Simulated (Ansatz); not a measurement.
Cost and result up the ladder for `CCc1ccc(CCc2ccc(CC)cc2)cc1` (40 atoms). The state is a singlet with charge 0. Geometry: r2SCAN-D4/def2-SVP.

```xyz
40

C    -6.5195   -0.4476   -1.3886
C    -5.9248    0.9465   -1.6122
C    -4.4529    1.0037   -1.2865
C    -3.4845    0.7126   -2.2600
C    -2.1236    0.7188   -1.9472
C    -1.6810    1.0171   -0.6491
C    -0.2164    0.9751   -0.2998
C     0.2423   -0.4252    0.1630
C     1.7074   -0.4587    0.5107
C     2.1499   -0.1493    1.8062
C     3.5118   -0.1191    2.1136
C     4.4810   -0.3937    1.1362
C     5.9488   -0.4207    1.4829
C     6.4138   -1.8057    1.9452
C     4.0380   -0.7033   -0.1592
C     2.6762   -0.7336   -0.4669
C    -2.6492    1.3021    0.3262
C    -4.0101    1.2959    0.0130
H    -6.0126   -1.1971   -2.0175
H    -7.5941   -0.4678   -1.6312
H    -6.3997   -0.7628   -0.3395
H    -6.0802    1.2484   -2.6624
H    -6.4668    1.6812   -0.9918
H    -3.8041    0.4905   -3.2845
H    -1.3864    0.5019   -2.7285
H     0.0042    1.7015    0.5013
H     0.3909    1.2754   -1.1711
H    -0.3633   -0.7264    1.0353
H     0.0239   -1.1526   -0.6378
H     1.4128    0.0714    2.5866
H     3.8321    0.1238    3.1331
H     6.5398   -0.1090    0.6044
H     6.1526    0.3191    2.2763
H     6.2439   -2.5595    1.1597
H     5.8555   -2.1296    2.8383
H     7.4872   -1.8059    2.1937
H     4.7750   -0.9235   -0.9399
H     2.3556   -0.9759   -1.4865
H    -2.3281    1.5466    1.3451
H    -4.7456    1.5354    0.7893
```

Ansatz on 2 threads of AMD EPYC 7R13 on a shared host and a share (18 GiB) of an NVIDIA H100 80GB HBM3. Times are rough, and most runs start from the orbitals of an earlier one. ωB97M-V/def2-TZVP serves as the yardstick here, not as an exact answer. Differences are given only for rows in sets of like size (and for xTB, whose basis is part of the method), since another set adds its own error. Binding counts from free atoms at the same level (C triplet, H doublet; other spins of the atoms weren't run), without zero-point energy or a counterpoise term.

B3LYP takes the VWN-RPA correlation. Correlated methods freeze 18 core orbitals. The rows differ in basis, and correlated rows in double-zeta sets carry the largest basis error. Single mean-field runs in def2-TZVP are fitted with def2-universal-jkfit.

Run but left out: HF/6-31G (restricted singlet, unstable in another Hartree–Fock run and untested here).

Correlated methods converge slowly with the basis, most of all in double-zeta sets.

```
                            level  functions  binding energy per atom (eV)  difference from ωB97M-V/def2-TZVP (eV)                  remarks
r2SCAN-D4/def2-TZVP (with forces)        690                          4.78                                    0.02                        –
                ωB97M-V/def2-TZVP        690                          4.76                                    0.00                        –
                   B3LYP-D4/6-31G        206                          4.70                                       –                        –
                BLYP-D4/def2-TZVP        690                          4.75                                   -0.01                        –
                PBE0-D4/def2-TZVP        690                          4.83                                    0.06                        –
                 PBE0-D4/def2-SVP        362                          4.89                                       –                        –
                     MP2/def2-SVP        362                          4.68                                       –  restricted SCF unstable
                  PBE-D4/def2-SVP        362                          4.97                                       –                        –
  ωB97X-V/def2-TZVP (with forces)        690                          4.76                                   -0.01                        –
                 PBE-D4/def2-TZVP        690                          4.90                                    0.14                        –
```

Q: Estimate how long each takes.

A: PBE-D4/def2-SVP 2.8 s; BLYP-D4/def2-TZVP 3.4 s; B3LYP-D4/6-31G 3.9 s; MP2/def2-SVP 4.4 s; PBE0-D4/def2-TZVP 4.5 s; PBE-D4/def2-TZVP 4.6 s; PBE0-D4/def2-SVP 6 s; r2SCAN-D4/def2-TZVP (with forces) 7.5 s; ωB97M-V/def2-TZVP 7.5 s; ωB97X-V/def2-TZVP (with forces) 13 s. On shared hardware such times vary by a factor of up to 3.
